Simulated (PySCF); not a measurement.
# Computed vibrations of Pr(SH)3

Pr(SH)3 (singlet in the valence; each metal's 4f electrons, 2 of them, lie in its core potential, out of spins and levels). PySCF 2.14.0, RKS PBE0, Pr lcecp-1-SVP with ECP48, S def2-SVP, H def2-SVP; non-relativistic Hamiltonian with scalar-relativistic core potentials where named; density fitting; no spin-orbit coupling. Central differences of gradients.

```xyz
7

Pr    0.0000    0.0000   -0.4206
S     2.4817    0.0000    0.5592
H     2.1146    0.0000    1.8608
S    -1.2409    2.1493    0.5592
H    -1.0573    1.8313    1.8608
S    -1.2409   -2.1492    0.5592
H    -1.0573   -1.8313    1.8608
```

Run from Python with OMP_NUM_THREADS=2. Where DIIS fails, smearing, a level shift and second-order steps follow.
It took 84 s on 2 threads of Arm Neoverse V1, on a shared host.

(1) What are the harmonic wavenumbers and infrared intensities?

(2) Is this a minimum?

An lcecp potential fixes the number of 4f electrons, so in runs with it no electron can move into or out of that shell.

## Answers

(1) Modes are labelled in C3v; negative numbers are unstable modes, those under 60 cm⁻¹ near the noise; a finer grid moves soft modes by up to 10 cm⁻¹.
| cm⁻¹ | km/mol | symmetry |
| --- | --- | --- |
| -271 | – | a2 |
| -170 | – | e |
| -170 | – | e |
| 72 | 17.2 | a1 |
| 81 | 5.1 | e |
| 81 | 5.1 | e |
| 295 | 26.7 | e |
| 295 | 26.7 | e |
| 305 | 18.5 | a1 |
| 334 | 70.3 | e |
| 334 | 70.3 | e |
| 379 | 36.2 | a1 |
| 2707 | 2.9 | e |
| 2707 | 2.9 | e |
| 2709 | 0.0 | a1 |

(2) No: 3 unstable; the lowest moves the atoms so:
```
Pr   0.00  0.00  0.00
S    0.00 -0.02  0.00
H    0.00  0.58  0.00
S    0.01  0.01  0.00
H   -0.50 -0.29  0.00
S   -0.01  0.01  0.00
H    0.50 -0.29  0.00
```
